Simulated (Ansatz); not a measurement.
Reaction (cleavage of the Si–Si bond): `C[SiH](C)[SiH2]F` + `O[SiH3]` → `F[SiH2]O[SiH3]` + `C[SiH2]C`

Computed with Ansatz on PBE0-D4/def2-TZVP structures; ΔE is electronic, products minus reactants. CCSD(T)/CBS adds triple-zeta CCSD(T) − MP2 to the extrapolated MP2 energy (def2 sets, frozen cores). DFT in def2-TZVPP. One conformer a species, not always the lowest.

`C[SiH](C)[SiH2]F`:

```xyz
14

C    -1.358    0.379    1.230
Si   -0.033    0.562   -0.085
C    -0.644   -0.035   -1.755
Si    1.901   -0.611    0.538
F     1.557   -2.183    0.666
H    -2.257    0.934    0.950
H    -1.633   -0.670    1.359
H    -1.012    0.759    2.194
H     0.373    1.997   -0.187
H    -0.897   -1.097   -1.718
H    -1.539    0.516   -2.057
H     0.115    0.105   -2.528
H     2.433   -0.173    1.859
H     2.994   -0.484   -0.465
```

`O[SiH3]`:

Cartesian coordinates in Å:
```
O 0.700 0.142 -1.064
Si -0.055 -0.073 0.385
H 0.159 0.357 -1.823
H -0.779 1.155 0.814
H 1.015 -0.392 1.357
H -1.039 -1.189 0.331
```

`F[SiH2]O[SiH3]`:

Z-matrix (Å, degrees):
```
Si
O 1 1.616
F 1 1.594 2 109.6
H 1 1.480 2 110.5 3 117.7
H 1 1.476 2 108.7 3 -117.5
Si 2 1.641 1 148.9 3 -67.9
H 6 1.483 2 109.6 1 90.2
H 6 1.486 2 109.9 1 -30.3
H 6 1.482 2 108.1 1 -150.1
```

`C[SiH2]C`:

Z-matrix (Å, degrees):
```
C
Si 1 1.872
H 1 1.093 2 110.9
H 1 1.092 2 111.0 3 120.0
H 1 1.093 2 110.9 3 -120.0
C 2 1.872 1 111.5 3 60.0
H 2 1.491 1 109.5 3 -178.7
H 2 1.491 1 109.5 3 -61.3
H 6 1.092 2 111.0 1 -180.0
H 6 1.093 2 110.9 1 -60.0
H 6 1.093 2 110.9 1 60.0
```

```
             level  ΔE (kJ/mol)
           r2SCANh       -138.2
CCSD(T)/def2-TZVPP       -143.0
```

Task: What does CCSD(T)/CBS give? (Best estimate.)

Result: Ansatz gave: -141.9 kJ/mol. The listed levels differ from it by 3.7, -1.1 kJ/mol.

Largest T1 diagnostic among the species: 0.011.

From BLYP to BHLYP (50 % exact exchange), in def2-TZVPP and without D4, ΔE moves by −20.2 kJ/mol. The D4 term adds +3.1 kJ/mol with B3LYP and +2.0 kJ/mol with PBE0; it sums over pairs of atoms, weighted by their polarisabilities, and B3LYP, whose exchange is more repulsive, gets the larger term. In def2-TZVPP, CCSD(T) changes the Hartree–Fock value by +27.6 kJ/mol (the triples alone add +4.0 kJ/mol) and MP2 by +21.5 kJ/mol.

B3LYP here is the variant with VWN-RPA as its local correlation; programs differ in this.
